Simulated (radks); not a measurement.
The numbers below are computed, except where a source is named.
The phosphorus anion P3-, [Ar], held by a Watson sphere: a shell of charge +3 at radius R that stands for the Madelung well of a crystal (potential energy -3/R inside, -3/r outside, in hartree with lengths in bohr). Level of theory: non-relativistic Kohn-Sham, PBE, spin-unpolarised, spherical densities, point nucleus (a radial shooting solver on a logarithmic mesh with Libxc functionals). Response by self-consistent Sternheimer equations with the Hartree and adiabatic LDA kernel. The sphere does not respond.

| R (bohr) | e(2p) (eV) | e(3s) (eV) | e(3p) (eV) | <r> 3p (bohr) | sum of <r^2> (bohr^2) | X-ray form factor at sin(theta)/lambda = 0.2 1/angstrom | alpha (bohr^3) |
|---|---|---|---|---|---|---|---|
| 1.89 | -121.29 | -17.059 | -8.375 | 2.192 | 44.36 | 10.974 | 26.31 |
| 2.24 | -120.81 | -15.747 | -7.663 | 2.336 | 49.70 | 10.669 | 33.31 |
| 2.68 | -120.79 | -14.293 | -6.728 | 2.516 | 56.82 | 10.399 | 45.63 |
| 3.17 | -120.81 | -12.981 | -5.751 | 2.710 | 65.08 | 10.231 | 65.35 |
| 3.45 | -120.78 | -12.370 | -5.248 | 2.818 | 69.95 | 10.184 | 80.31 |
| 4.02 | -120.64 | -11.393 | -4.367 | 3.033 | 80.33 | 10.156 | 121.7 |
| 4.28 | -120.56 | -11.050 | -4.028 | 3.130 | 85.32 | 10.163 | 146.6 |
